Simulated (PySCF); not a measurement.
Gas-phase reaction: GeCl₂ + 4 FO → GeF₄ + 4 O + Cl₂

Method: PySCF energies (xtb for GFN2) plus ideal-gas RRHO corrections (1 bar). † marks an energy on the PBE0/def2-TZVP geometry and frequencies; other levels use their own. CCSD(T) freezes the core. Open shells (unrestricted): FO (multiplicity 2, electronic degeneracy 4), O (multiplicity 3, electronic degeneracy 9); the rest are closed-shell singlets. GFN2 has no spin-polarisation term. Spin-orbit splitting is ignored; it lowers the true energy and changes the entropy of FO, O. B3LYP is the form with VWN-RPA correlation. Ge: all electrons, no relativistic terms. CCSD(T) isn't extrapolated to the basis-set limit; its ΔH°(298 K) is -565.5 kJ in def2-SVP and -551.4 kJ in def2-TZVPP. The harmonic model lacks anharmonicity and excited electronic states, which grow with temperature; levels with a mode under 35 cm⁻¹ are left out.

ΔH° and ΔS° at 298 K: B3LYP/def2-TZVP† -380 kJ, 10 J/K; CCSD(T)/def2-SVP† -565 kJ, 10 J/K; CCSD(T)/def2-TZVPP† -551 kJ, 10 J/K; GFN2-xTB 814 kJ, 30 J/K; HF/def2-TZVP† -1103 kJ, 10 J/K.

### Question
With the heat capacities included, give log10 K (1 bar) at 600, 1000, 1400, 1800, 2500 K from B3LYP/def2-TZVP†, CCSD(T)/def2-SVP†, CCSD(T)/def2-TZVPP†, GFN2-xTB, HF/def2-TZVP†.

### Answer
```json
[
 {"T (K)": "600", "B3LYP/def2-TZVP†": "33.9", "CCSD(T)/def2-SVP†": "50.0", "CCSD(T)/def2-TZVPP†": "48.8", "GFN2-xTB": "-68.9", "HF/def2-TZVP†": "96.8"},
 {"T (K)": "1000", "B3LYP/def2-TZVP†": "21.1", "CCSD(T)/def2-SVP†": "30.8", "CCSD(T)/def2-TZVPP†": "30.0", "GFN2-xTB": "-40.1", "HF/def2-TZVP†": "58.9"},
 {"T (K)": "1400", "B3LYP/def2-TZVP†": "15.8", "CCSD(T)/def2-SVP†": "22.7", "CCSD(T)/def2-TZVPP†": "22.1", "GFN2-xTB": "-27.6", "HF/def2-TZVP†": "42.7"},
 {"T (K)": "1800", "B3LYP/def2-TZVP†": "12.9", "CCSD(T)/def2-SVP†": "18.2", "CCSD(T)/def2-TZVPP†": "17.8", "GFN2-xTB": "-20.5", "HF/def2-TZVP†": "33.8"},
 {"T (K)": "2500", "B3LYP/def2-TZVP†": "10.1", "CCSD(T)/def2-SVP†": "14.0", "CCSD(T)/def2-TZVPP†": "13.7", "GFN2-xTB": "-13.5", "HF/def2-TZVP†": "25.2"}
]
```
